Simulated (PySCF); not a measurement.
2-hydroxyethylboronic acid (C₂H₇BO₃), SMILES OCCB(O)O.

Geometry: PBE0-D3(BJ)/def2-SVP. Other conformers were not sampled.

Two levels are set side by side: PBE/def2-TZVP (PySCF) and M06-2X/def2-TZVP (PySCF). Same geometry, gas phase. Differences are taken from unrounded values.

| quantity | M06-2X | PBE | PBE minus M06-2X |
|---|---|---|---|
| orbital gap (eV) | 10.38 | 5.74 | -4.64 |
| highest occupied level (eV) | -9.31 | -5.99 | 3.32 |
| lowest empty level (eV) | 1.08 | -0.25 | -1.32 |
| dipole moment (D) | 2.32 | 2.22 | -0.10 |
| mean polarisability (bohr³) | 48.7 | 52.1 | 3.4 |

Without exact exchange PBE keeps part of each electron's self-repulsion, which lifts occupied levels and narrows the gap. PBE's more diffuse valence density responds more strongly to a field. Differences between two approximate levels are no errors against the true value.

Rough cost on one machine, each run with all the roots and properties that it gave: M06-2X against PBE about 3 times.
